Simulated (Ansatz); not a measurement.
Species: C3H6O, SMILES `C1COC1` (charge 0, multiplicity 1).

Problem. Give a relaxed geometry from Ansatz (an electronic-structure program) with B3LYP-D3(BJ)/def2-TZVP.

Solution. the end point of this relaxation (outside a Z-matrix the atoms follow the SMILES, hydrogens last).
Bonded distances (Å): C1–C2 1.538, C1–C4 1.538, C1–H5 1.088, C1–H6 1.088, C2–O3 1.446, C2–H7 1.093, C2–H8 1.093, O3–C4 1.446, C4–H9 1.093, C4–H10 1.093. Angles (°): C2–C1–C4 84.9, C2–C1–H5 115.3, C2–C1–H6 115.3, C4–C1–H5 115.3, C4–C1–H6 115.3, H5–C1–H6 109.3, C1–C2–O3 91.7, C1–C2–H7 115.8, C1–C2–H8 115.8, O3–C2–H7 111.6, O3–C2–H8 111.6, H7–C2–H8 109.2, C2–O3–C4 91.7, C1–C4–O3 91.7, C1–C4–H9 115.8, C1–C4–H10 115.8, O3–C4–H9 111.6, O3–C4–H10 111.6, H9–C4–H10 109.2.
